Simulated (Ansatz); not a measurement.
```yaml
crystal:
  periodic: [false, false, false]
  atoms:
    - {symbol: C, position_ang: [0.945720, -1.619425, -0.443335]}
    - {symbol: N, position_ang: [0.092209, -0.515897, -0.276121]}
    - {symbol: Mo, position_ang: [-0.477541, 1.075080, 0.012934]}
    - {symbol: O, position_ang: [-1.840720, 0.709121, 1.196823]}
    - {symbol: F, position_ang: [-0.976283, 1.386263, -1.732683]}
    - {symbol: Cl, position_ang: [-0.770015, 3.393857, 0.323012]}
    - {symbol: Cl, position_ang: [1.575979, 1.446896, 0.979161]}
    - {symbol: H, position_ang: [1.086567, -1.836188, -1.507046]}
    - {symbol: H, position_ang: [1.917634, -1.379344, 0.007657]}
    - {symbol: H, position_ang: [0.531695, -2.504686, 0.050095]}
    - {symbol: H, position_ang: [-2.020047, -0.212577, 1.410203]}
basis:
  gaussian: {orbitals: def2-TZVPP, fitting: {mean_field: cc-pVTZ-jkfit}, nuclear_model: gaussian, point_charges: [{charge: 2.00, position_ang: [4.935, 0.740, -0.205]}]}
total_charge: 5
magnetization: {spin_polarized: true, initial_magnetization: 1}
hamiltonian: {xc: {name: HF}}
correlation: {method: mp2}
output: {forces: true}
```

```sh
$ ansatz run in.yaml --threads 2 --pin off --events-out ev --progress --plain --max-ram 31744MiB --backend cuda --devices 0, --max-vram 18GiB
```

Q: How does Ansatz answer? (Best estimate.)

A: Ansatz gave: The program refused the input.
```
Functional definition: HF
Error: <dir> the basis set cc-pVTZ-JKFIT has no functions for Mo
```
